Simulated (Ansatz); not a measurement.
CH₆FSi₂ (`F[SiH2]C[SiH2]`) radical, 10 atoms. The species carries charge 0 and has multiplicity 2. All runs use 4 threads of an Arm Neoverse V2 on a shared host. Correlated methods freeze the cores. Open-shell runs search over several starts.

Give the basis size and wall time and peak host memory of each of these runs in Ansatz. direct RPA on PBE orbitals/def2-TZVPP energy; UKS ωB97M-V/def2-QZVPP energy; UKS PBE0-D4/def2-SVP energy; UKS revPBE-D4/def2-TZVPP energy; UHF-CCSD(T)/def2-TZVPP energy; UKS PBE0-D4/def2-TZVP relaxation (16 steps); UHF-CCSD(T)/def2-SVP energy; UKS PBE0-D4/def2-QZVPP energy; UKS PBE0-D4/def2-TZVP frequencies; UHF-MP2/def2-QZVPP energy; UKS ωB97M-V/def2-TZVPP energy and forces; UKS r2SCANh-D4/def2-TZVPP energy. (Estimate.)

Computed: Other jobs shared the machine, so times are rough.

| level | job | functions | wall time | peak host memory (GiB) |
| --- | --- | --- | --- | --- |
| UKS PBE0-D4/def2-SVP | energy | 94 | 1.6 s | 0.24 |
| UKS revPBE-D4/def2-TZVPP | energy | 230 | 2.7 s | 0.34 |
| direct RPA on PBE orbitals/def2-TZVPP | energy | 230 | 6 s | 0.58 |
| UHF-CCSD(T)/def2-SVP | energy | 94 | 7 s | 0.63 |
| UKS r2SCANh-D4/def2-TZVPP | energy | 230 | 8 s | 0.77 |
| UKS PBE0-D4/def2-QZVPP | energy | 434 | 14 s | 2 |
| UKS ωB97M-V/def2-TZVPP | energy and forces | 230 | 15 s | 1 |
| UHF-MP2/def2-QZVPP | energy | 434 | 21 s | 2.4 |
| UKS ωB97M-V/def2-QZVPP | energy | 434 | 32 s | 2.5 |
| UKS PBE0-D4/def2-TZVP | relaxation (16 steps) | 172 | 56 s | 0.48 |
| UKS PBE0-D4/def2-TZVP | frequencies | 172 | 120 s | 0.48 |
| UHF-CCSD(T)/def2-TZVPP | energy | 230 | 14 min | 3.8 |
